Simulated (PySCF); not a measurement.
## Finite-field polarisability of Ba (barium, neutral)

[Xe] 6s2, closed-shell 1S. Computed with PySCF 2.14 in ANO-RCC-VTZP (8s7p4d2f1g, 72 functions), with the spin-free X2C one-electron Hamiltonian (Gaussian nucleus). Frozen: [Kr] 4d10. Energy changes in a uniform field (μhartree):

```csv
axis,F (au),HF,MP2,CCSD,CCSD(T)
x,0.00079,-100.060,-72.284,-89.732,-88.794
x,0.00158,-400.195,-289.243,-358.768,-355.004
```

Q: Derive α along x at CCSD(T) from the two fields.

A: With ΔE = −αF²/2 − γF⁴/24, α = −(16 ΔE(F) − ΔE(2F))/(6F²) = 284.6 bohr³.

Q: And the mean polarisability at each level?

A: HF 320.7, MP2 231.6, CCSD 287.6, CCSD(T) 284.6 bohr³. Reference: 272 ± 10 bohr³ (recommended; Schwerdtfeger and Nagle, table of static dipole polarizabilities (2023 update)).

The basis has no added diffuse functions, which lowers α.
